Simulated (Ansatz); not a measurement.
Species: BNH₂, charge 0, triplet. This triplet is an excited state, 4.3 eV above the singlet at CCSD(T)/cc-pV5Z (Ansatz, a program for electronic structure). BNH2 (parent SMILES B=N, triplet).
B3LYP-D3(BJ)/def2-TZVP minimum from Ansatz:
```
N
H 1 1.0139
B 1 1.3790 2 138.96
H 3 1.2126 1 113.47 2 -12.85
```
Charge 0, spin multiplicity 3.

Total energies in aug-cc-pVDZ, 10 correlated electrons, 2 frozen orbitals. Open shells are spin-unrestricted; no spin-orbit coupling. Cores are frozen in correlated methods. No relativity. The spin of H2BN (parent SMILES B=N, triplet) was assumed, and the state is the lowest solution found for it.

| method | program | energy (Eh) | minus CCSDT(Q) (mEh) |
|---|---|---|---|
| HF | Ansatz | -80.20027 | 244.12 |
| MP2 | Ansatz | -80.40557 | 38.82 |
| CCSD | Ansatz | -80.43481 | 9.58 |
| CCSD(T) | Ansatz | -80.44246 | 1.93 |
| CCSDT(Q) | Ansatz | -80.44439 | 0.00 |

Rough core times of Ansatz's runs on a shared machine: CCSD(T) under 20 s, CCSDT(Q) 7 min.
